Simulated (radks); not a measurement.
Values are calculated unless marked as measured or tabulated.
Pt9+, configuration [Xe] 4f14 5d1.

Level of theory: Dirac Kohn-Sham, PBE, spin-unpolarised, spherical densities, point nucleus; open shells are shared between the two j in proportion to 2j + 1 (a radial shooting solver on a logarithmic mesh with Libxc functionals).

Energy parts (eV):
total: -501394.65
kinetic: 573996.25
electron-nucleus: -1250737.63
Hartree: 184925.79
exchange-correlation: -9579.07

Orbitals (lengths in bohr, moments of r in powers of bohr; r(max) is where P^2 peaks; r(90%) holds 90 % of the orbital's charge):
1s1/2: occ. 2; eigenvalue (eV) -78464.49; r(90%) 0.0313; <r^2> 0.0004059; r(max) 0.01061; small-component weight 8.76e-02
2s1/2: occ. 2; eigenvalue (eV) -13897.06; r(90%) 0.112; <r^2> 0.006142; r(max) 0.06141; small-component weight 2.00e-02
2p1/2: occ. 2; eigenvalue (eV) -13323.76; r(90%) 0.0984; <r^2> 0.004356; r(max) 0.04532; small-component weight 2.01e-02
2p3/2: occ. 4; eigenvalue (eV) -11594.50; r(90%) 0.110; <r^2> 0.005546; r(max) 0.05259; small-component weight 1.79e-02
3s1/2: occ. 2; eigenvalue (eV) -3377.340; r(90%) 0.274; <r^2> 0.03992; r(max) 0.1728; small-component weight 6.67e-03
3p1/2: occ. 2; eigenvalue (eV) -3120.539; r(90%) 0.266; <r^2> 0.03646; r(max) 0.1614; small-component weight 6.61e-03
3p3/2: occ. 4; eigenvalue (eV) -2740.268; r(90%) 0.288; <r^2> 0.04290; r(max) 0.1762; small-component weight 5.98e-03
3d3/2: occ. 4; eigenvalue (eV) -2313.741; r(90%) 0.261; <r^2> 0.03297; r(max) 0.1374; small-component weight 5.87e-03
3d5/2: occ. 6; eigenvalue (eV) -2231.769; r(90%) 0.267; <r^2> 0.03473; r(max) 0.1415; small-component weight 5.70e-03
4s1/2: occ. 2; eigenvalue (eV) -841.2900; r(90%) 0.595; <r^2> 0.1943; r(max) 0.3902; small-component weight 2.25e-03
4p1/2: occ. 2; eigenvalue (eV) -732.3587; r(90%) 0.607; <r^2> 0.1987; r(max) 0.3887; small-component weight 2.15e-03
4p3/2: occ. 4; eigenvalue (eV) -641.7035; r(90%) 0.655; <r^2> 0.2317; r(max) 0.4193; small-component weight 1.91e-03
4d3/2: occ. 4; eigenvalue (eV) -463.5127; r(90%) 0.689; <r^2> 0.2458; r(max) 0.4128; small-component weight 1.71e-03
4d5/2: occ. 6; eigenvalue (eV) -446.6297; r(90%) 0.705; <r^2> 0.2575; r(max) 0.4222; small-component weight 1.65e-03
4f5/2: occ. 6; eigenvalue (eV) -218.6215; r(90%) 0.813; <r^2> 0.3091; r(max) 0.3819; small-component weight 1.28e-03
4f7/2: occ. 8; eigenvalue (eV) -215.1135; r(90%) 0.823; <r^2> 0.3172; r(max) 0.3865; small-component weight 1.26e-03
5s1/2: occ. 2; eigenvalue (eV) -243.2762; r(90%) 1.31; <r^2> 0.9483; r(max) 0.8596; small-component weight 5.96e-04
5p1/2: occ. 2; eigenvalue (eV) -206.7593; r(90%) 1.40; <r^2> 1.075; r(max) 0.9037; small-component weight 5.27e-04
5p3/2: occ. 4; eigenvalue (eV) -189.4564; r(90%) 1.50; <r^2> 1.239; r(max) 0.9734; small-component weight 4.68e-04
5d3/2: occ. 0.4; eigenvalue (eV) -135.8026; r(90%) 1.77; <r^2> 1.692; r(max) 1.108; small-component weight 3.47e-04
5d5/2: occ. 0.6; eigenvalue (eV) -133.2542; r(90%) 1.80; <r^2> 1.756; r(max) 1.131; small-component weight 3.37e-04

The highest occupied level is 5d5/2 at -133.25 eV. For comparison, the ionisation energy in NIST's Atomic Spectra Database is 145 eV (semi-empirical). In exact Kohn-Sham theory the highest level is minus the ionisation energy, but local and semilocal functionals leave it too shallow, through self-interaction and a potential that decays too fast; potentials with the right tail come closer.

Beside tabulated values, note that spin-unpolarised runs miss the spin-polarisation part of the exchange energy of open shells.
